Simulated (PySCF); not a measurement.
## Electron correlation in Cr⁵⁺ (chromium, charge +5)

[Ar] 3d1, 2D determinant. Computed with PySCF 2.14 in an even-tempered Gaussian basis (20 s from 0.13 bohr⁻², ratio 2.5; 13 p from 0.17 bohr⁻², ratio 2.5; 10 d from 0.17 bohr⁻², ratio 2.5; 5 f from 0.64 bohr⁻², ratio 2.7; 5 g from 0.96 bohr⁻², ratio 2.7), with scalar relativity by spin-free X2C-1e. Frozen: [Ne]; 9 electrons correlated; the 41 highest virtual orbitals of each spin left out.

MP2 pair energies summed by pair of shells (mhartree):

| pair | energy | share (%) |
| --- | --- | --- |
| 3p-3p | -188.75 | 60.3 |
| 3s-3p | -53.55 | 17.1 |
| 3p-3d | -50.83 | 16.2 |
| 3s-3s | -10.12 | 3.2 |
| 3s-3d | -9.62 | 3.1 |

Total MP2 correlation energy: -312.87 mhartree.

Same-spin part -76.40 and opposite-spin part -236.47 mhartree; SCS-MP2 scales them by 1/3 and 6/5 to -309.23 mhartree.
